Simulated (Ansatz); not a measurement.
SiAu4, relaxed as a singlet with RKS r2SCAN-D4/def2-SVP in Ansatz, starting from the GFN1-xTB geometry. Force threshold 0.02 eV/Å.

In the def2 sets Au takes a core potential; there is no spin–orbit coupling. The structure comes from a short search, and lower isomers may exist.

Start:

```xyz
5

Au   -0.677    1.091   -1.492
Au    1.833    0.489   -0.538
Au    0.753   -1.494    1.035
Au   -1.758   -0.889    0.085
Si   -0.151    0.803    0.909
```

Task: Estimate the energy that the relaxation releases and the steps that it takes.

Result: 1.9 kJ/mol, in 5 steps; 25 s on 4 threads of Intel Xeon Platinum 8259CL on a shared host. No frequencies were taken in this run, so the end may be a saddle point.

Task: Does the start keep its bonding and symmetry?

Result: By distances, no bond broke or formed. The bond that changes most is Au2–Au3, from 2.75 to 2.78 Å (atoms count from 1). Point group C4v at the start, C4v at the end, both within 0.05 Å.

Task: Predict the relaxed structure.

Result: 
```xyz
5

Au   -0.687    1.116   -1.494
Au    1.848    0.504   -0.531
Au    0.760   -1.499    1.061
Au   -1.776   -0.887    0.098
Si   -0.144    0.766    0.866
```
Bond lengths (bridged metal pairs left out): 4 × Au–Au 2.78 Å; 4 × Au–Si 2.45 Å.
